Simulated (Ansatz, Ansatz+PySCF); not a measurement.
```xyz
6

O     0.0000    0.0000   -0.1197
H     0.0000    0.7542    0.4787
H     0.0000   -0.7542    0.4787
O    10.0000    0.0000   -0.1197
H    10.0000    0.7542    0.4787
H    10.0000   -0.7542    0.4787
```

Basis set: STO-3G (spherical functions). Correlated methods keep 2 orbitals frozen. Charge 0, multiplicity 1.

Computed with Ansatz (development build ahead of 0.2.0); each method stands on the lowest determinant of its kind that the runs found. Restricted open shells among the atoms or ions are ROHF, correlated in semicanonical orbitals with singles.

Q: Give the atomization energy at this shape (free ground-state atoms in the same class of orbitals less the molecule, no zero-point energy) of singlet H₄O₂ in separate pieces by RHF-CCSD(T), RHF-MP2, RHF.

A:

```csv
method,atomization energy
RHF-CCSD(T),347.57 kcal/mol
RHF-MP2,329.71 kcal/mol
RHF,284.46 kcal/mol
```

This basis has no polarisation functions and is too small for such energies, which can lie far from measured ones in either direction.
